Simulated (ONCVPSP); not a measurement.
## How hard is this carbon (C) ONCV potential?

carbon (C), optimised norm-conserving Vanderbilt (ONCV), made with ONCVPSP 4.0.1 (PBEsol, fully relativistic). Core [He], reference 2s2 (charge +2). Waves: 2s: rc 1.20 bohr, ncon 3, nbas 7, qcut 6 1/bohr, 3 projectors, debl 0.8 Ha; p scattering state at 0.05 Ha: rc 1.00 bohr, ncon 4, nbas 8, qcut 8.7 1/bohr, local; d scattering state at 0.42 Ha: rc 1.00 bohr, ncon 4, nbas 8, qcut 11.1 1/bohr, 2 projectors, debl 0.7 Ha. Local part: the p channel. Core correction: none.

Open shells are filled in proportion to 2j + 1.

In the s channel the program set the typed energies aside and used -1.476, 0.250, 1.050 Ha.

Problem. For each optimised wave give the share of its norm inside rc, the residual kinetic energy above qcut (Ha) and the cutoffs (Ha) for errors of 10, 1, 0.1 and 0.01 mHa per electron.

Solution.

```
               wave  norm inside rc  residual KE  10 mHa  1 mHa  0.1 mHa  0.01 mHa
                 2s           0.430      5.7e-04    11.0   16.5     74.8     133.1
      s projector 2           0.051      2.4e-04     7.5   14.7     20.6      60.8
      s projector 3           0.041      3.7e-04     8.7   15.6     23.7      65.2
p projector 1 j=3/2           0.094      3.3e-04    21.4   32.6     71.8     194.6
p projector 1 j=1/2           0.385      7.7e-04    25.7   36.6    159.0     205.4
d projector 1 j=5/2           0.017      3.0e-07     7.2   15.3     28.7      43.0
d projector 2 j=5/2           0.021      4.4e-07     8.6   17.7     31.8      46.0
d projector 1 j=3/2           0.016      2.3e-07     6.4   14.1     27.2      41.7
d projector 2 j=3/2           0.021      4.9e-07     8.6   17.7     31.9      46.4
```

The occupied waves need 17 Ha and 75 Ha for 1 and 0.1 mHa.
